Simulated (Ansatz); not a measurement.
Cl3SW, doublet, geometry from GFN2-xTB (such geometries of metal compounds can be far from the true shape) (the multiplicity is a formal guess) (core potentials on W); WB97M-V/def2-SVP (Ansatz, an electronic-structure program).

Here is a job for Ansatz.
Ansatz 0.2 input:
```yaml
crystal:
  periodic: [false, false, false]
  atoms:
    - {symbol: W, position_ang: [0.12070208, 0.00324171, 0.05559254]}
    - {symbol: S, position_ang: [1.58902874, -0.87290878, -1.27642262]}
    - {symbol: Cl, position_ang: [0.64241926, 0.78946833, 1.98969859]}
    - {symbol: Cl, position_ang: [-1.06414172, 1.47005103, -1.18127642]}
    - {symbol: Cl, position_ang: [-1.59924304, -1.45206913, 0.15092572]}
basis:
  gaussian:
    orbitals: def2-SVP
hamiltonian:
  xc: {name: wB97M-V}
magnetization: {spin_polarized: true, initial_magnetization: 1}
```

It wrote (shortened):

```
Functional definition: wB97M-V
950 factors; integrals over basis functions are off by at most 9.3e-4 eV
219 factors; integrals over basis functions are off by at most 1.2e-4 eV
mean field evaluation 1: about -50210.1838 eV, gradient 2.5e1 eV
mean field evaluation 2: about -50194.9918 eV, gradient 6.6e1 eV
mean field evaluation 4: about -50213.7565 eV, gradient 1.7e0 eV
mean field evaluation 8: about -50213.8742 eV, gradient 2.4e-1 eV
mean field evaluation 16: about -50213.8782 eV, gradient 5.6e-3 eV
mean field evaluation 32: about -50213.8782 eV, gradient 3.0e-5 eV
mean field -50213.87824324 eV, -1845.3259892500 hartree, gradient 3.0e-5 eV, S^2 0.761904; 1 other end points of the search recorded, 0 dependent functions left out
reference -50213.87831476 eV, -1845.3259918782 hartree; 41, 40 occupied and 63, 64 virtual orbitals, 950 factors
Total energy: -50213.87831476 eV, -1845.3259918782 hartree
```
